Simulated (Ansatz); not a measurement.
Relaxation of BF₂H₄P (8 atoms, charge 0, multiplicity 1), to a largest force component of 0.03 eV/Å in at most 50 steps.

These are results of Ansatz 0.2.0, RKS PBE-D4/def2-SVP, not measurements.

```xyz
8
Properties=species:S:1:pos:R:3
B 0.067 -0.626 -0.215
H 0.033 0.480 1.911
F 1.164 0.114 -0.378
F -1.085 -0.096 -0.624
P 0.111 -2.353 0.619
H -0.647 -3.022 -0.402
H 1.397 -2.727 0.102
H -0.143 -0.194 2.098
```

Q: Where does it end, and by what steps?

A: The run converged. The force dipped under the threshold on the way, but the program's further checks kept it going. After 18 steps the energy has fallen by 0.166 eV; H8 moved furthest, 0.72 Å.

```
step  energy less start (eV)  largest force component (eV/Å)  accepted
   0                  0.0000                           1.841       yes
   1                 -0.1143                           0.331       yes
   2                 -0.1365                           0.660       yes
   3                 -0.1552                           0.300       yes
   4                 -0.1586                           0.333       yes
   5                 -0.1602                           0.318       yes
   6                 -0.1599                           0.432        no
   7                 -0.1628                           0.169       yes
   8                 -0.1645                           0.012       yes
   9                 -0.1647                           0.089       yes
  10                 -0.1643                           0.176        no
  11                 -0.1651                           0.032       yes
  12                 -0.1620                           0.313        no
  13                 -0.1657                           0.019       yes
  14                 -0.1654                           0.158        no
  15                 -0.1659                           0.049       yes
  16                 -0.1657                           0.100        no
  17                 -0.1662                           0.026       yes
  18                 -0.1663                           0.014       yes
```

```xyz
8
Properties=species:S:1:pos:R:3
B 0.064 -0.760 -0.333
H 0.151 0.802 2.248
F 1.121 0.051 -0.330
F -1.080 -0.261 -0.796
P 0.146 -2.529 0.438
H -0.633 -3.155 -0.593
H 1.423 -2.860 -0.129
H -0.296 0.290 2.607
```

The run took 35 s on 1 thread of Arm Neoverse V2, with other jobs on the host, peak memory 0.14 GiB.
